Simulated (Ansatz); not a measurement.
Aluminium trichloride + HI → `[Cl][Al]([Cl])[I]` + HCl at 600 K and 1 bar (ligand exchange at the Al–Cl bond).

Isolated molecules relaxed with PBE0-D4/def2-TZVP in Ansatz; ΔE leaves out vibrations. CCSD(T)/CBS is the MP2 limit (def2-TZVPP, def2-QZVPP) plus CCSD(T) − MP2 in def2-TZVPP, frozen cores. This one scheme is used for every species. def2 core potentials past Kr. For I outer-core shells are correlated without core-valence functions, which leaves a few kJ/mol of doubt a bond.

```tsv
species	CCSD(T)/CBS energy (Eh)	H − E (kJ/mol)	S (J/(mol·K))
`[Cl][Al]([Cl])[Cl]`	-1621.56364	52.2	366.8
HI	-298.03592	31.6	227.0
`[Cl][Al]([Cl])[I]`	-1459.21603	51.8	397.0
HCl	-460.38127	35.4	207.2
```

H − E and S are ideal-gas, rigid-rotor, harmonic terms from PBE0-D4/def2-TZVP. 1 Eh = 2625.50 kJ/mol, R = 8.31446 J/(mol·K).

**Question.** By hand: ΔE, ΔH, ΔS and ΔG.

**Answer.** ΔE = (-1459.21603) + (-460.38127) − (-1621.56364) − (-298.03592) = 0.00226 Eh = 5.9 kJ/mol. Δ(H − E) = 51.8 + 35.4 − 52.2 − 31.6 = 3.4, so ΔH = 9.3 kJ/mol. ΔS = 397.0 + 207.2 − 366.8 − 227.0 = 10.4 J/(mol·K). ΔG = 9.3 − 600 × (10.4)/1000 = 3.1 kJ/mol.

**Question.** By hand: the equilibrium constant, and the temperature at which ΔG would vanish if ΔH and ΔS stayed fixed.

**Answer.** log₁₀ K = −ΔG/(RT ln 10) = -0.3. ΔG = 0 at ΔH/ΔS = 894 K, though so small a ΔH makes that figure unsure.

TΔS isn't small against ΔH here. The sign of ΔG lies within the doubt. A doubt of 5 kJ/mol in ΔE shifts log₁₀ K by 0.4 here. These are equilibria of isolated gas molecules and say nothing of rates. Largest T1 diagnostic: 0.008 (customary marks: 0.02 for closed shells, 0.045 for open ones).
